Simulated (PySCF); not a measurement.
BFCl₂, SMILES ClB(F)Cl. Heavy atoms are numbered as in [B:1]([F:2])([Cl:3])[Cl:4].

The structure is a stationary point at ωB97X-D3(BJ)/def2-SVP.

All values below come from B3LYP/pcSseg-2 (PySCF).

GIAO shieldings, no solvent; atoms alike by connectivity are averaged. δ = σ(ref) − σ: ¹¹B against BF3 (σ = 86.3 ppm); ¹⁹F against CFCl3 (σ = 159.6 ppm); ³⁵Cl against HCl (σ = 930.0 ppm), references at their B3LYP-D3(BJ)/def2-TZVP geometries, non-relativistic (without spin–orbit terms, shifts of atoms bonded to Cl or Br come out too high).

```csv
atoms,nucleus,count,δ (ppm)
B1,¹¹B,1,…
F2,¹⁹F,1,-31.6
Cl3,³⁵Cl,2,185.1
```

Task: Fill in the missing entries. (An estimate is asked for; the answer gives what the named calculation found.)

Result: 
- B1, δ (ppm): 27.9
